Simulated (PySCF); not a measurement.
# Dipole moment and polarisability of TiI4

Compound: TiI4 (singlet state).
Geometry (PBE0-D3(BJ)/def2-SVP, Å), atoms numbered from 1 in this order:
```
atom  x, y, z in Å
Ti1    0.0192   -0.0219   -0.0163
I2     0.0145   -0.0449    2.5063
I3     2.3984   -0.0469   -0.8639
I4    -1.1491    2.0613   -0.8288
I5    -1.2081   -2.0581   -0.8594
```

Level: wB97X-D/def2-SVPD (PySCF), static field, nuclei fixed, core orbitals frozen in the response. The polarisability tensor in these axes (au):

```
x   191.99   0.05  -0.33
y     0.05 191.70  -0.10
z    -0.33  -0.10 191.47
```

**Question.** Diagonalise the tensor; give its mean and Δα, where Δα² is half the sum of the squared differences of the eigenvalues.

**Answer.** Principal values 191.30, 191.70 and 192.17 au; mean 191.72 au = 28.41 Å³ = 31.61 × 10⁻⁴⁰ C²·m²/J; Δα = 0.75 au (0 % of the mean). Point group Td makes the tensor isotropic, so any spread comes from the grid or from a geometry that is symmetric only within 0.08 Å.

**Question.** What is the dipole moment?

**Answer.** 0.02 D; point group Td allows none, and the residue is numerical.

**Question.** Sum over states: ᾱ = Σ f/ω², ω in Eh. What share falls to these 15 lowest TDDFT singlets (eV, f)? 2.84, 0.0000; 2.84, 0.0000; 2.84, 0.0000; 3.03, 0.0204; 3.03, 0.0206; 3.03, 0.0205; 3.25, 0.0000; 3.28, 0.0000; 3.28, 0.0000; 3.28, 0.0000; 3.30, 0.0000; 3.30, 0.0000; 3.48, 0.0304; 3.48, 0.0302; 3.48, 0.0300.

**Answer.** They add up to 10.49 au, 5.5 % of the 191.72 au; the largest single term is 1.86 au, from the state at 3.48 eV. Terms in order: 0.00, 0.00, 0.00, 1.64, 1.66, 1.65, 0.00, 0.00, 0.00, 0.00, 0.00, 0.00, 1.86, 1.85, 1.83 au. Higher excitations give the rest. The strengths listed sum to 0.152.

**Question.** Find the Langevin capture rate constant for NO+ (29.998 u) meeting this molecule (555.566 u), k = 2.342 × 10⁻⁹ cm³/s × √(α in Å³ / reduced mass in u).

**Answer.** The reduced mass is 28.46 u, so k = 2.34 × 10⁻⁹ cm³/s.

**Question.** Estimate the molar refractivity from the static electronic polarisability.

**Answer.** Lorentz–Lorenz: R = (4π/3)N_A α = 2.5225 cm³/(mol·Å³) × 28.41 Å³ = 71.7 cm³/mol, in the limit of long wavelengths.

**Question.** Refractivity n − 1 of an ideal gas of it at 400 K and 1 atm, from the electronic α?

**Answer.** N = p/kT = 1.8347 × 10¹⁹ cm⁻³, so n − 1 = 2π × N × 28.41 × 10⁻²⁴ cm³ = 3275 × 10⁻⁶ at long wavelengths, for an ideal gas.

Geometry: PBE0-D3(BJ)/def2-SVP; no solvent, vibrations or thermal averaging. Atoms past krypton carry effective core potentials; spin–orbit coupling is left out.

Note: wB97X-D ran without an empirical dispersion term, which enters the total energy and its gradient alone.
